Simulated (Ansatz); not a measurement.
Correlation energies of C₃H₇FSn (`C[CH](C)[Sn][F]`) by basis set

Cartesian coordinates in Å:
```
C -0.7348 -0.0365 1.1150
C 0.0055 -0.6310 -0.0760
C 1.2633 0.1611 -0.4083
Sn -1.3266 -0.6311 -1.8278
F -1.5010 1.3168 -1.7779
H -1.0689 0.9828 0.9004
H -0.0865 0.0126 1.9991
H -1.6150 -0.6227 1.4001
H 0.2732 -1.6725 0.1396
H 1.9393 0.2098 0.4548
H 1.8342 -0.2794 -1.2329
H 1.0174 1.1902 -0.6861
```

The species carries charge 0 and has multiplicity 1. Correlated methods include outer-core shells of Sn, which these sets cover unevenly. Sn: def2 effective core potential. The geometry is a stationary point of PBE0-D4/def2-TZVP. It is one conformer, not always the lowest. Frozen core, restricted reference, the Gaussian-basis code of Ansatz.

| basis | HF (Eh) | MP2 corr. |
| --- | --- | --- |
| def2-SVP | -430.31643 | -0.71608 |
| def2-TZVPP | -430.58344 | -1.09434 |
| def2-QZVPP | -430.59618 | -1.36492 |

(1) Estimate the CCSD correlation energy and the (T) correction in each basis where they were run (hartree).

## Answers

(1) 
| basis | CCSD corr. | (T) |
| --- | --- | --- |
| def2-SVP | -0.76859 | -0.02136 |
| def2-TZVPP | -1.11933 | -0.03975 |
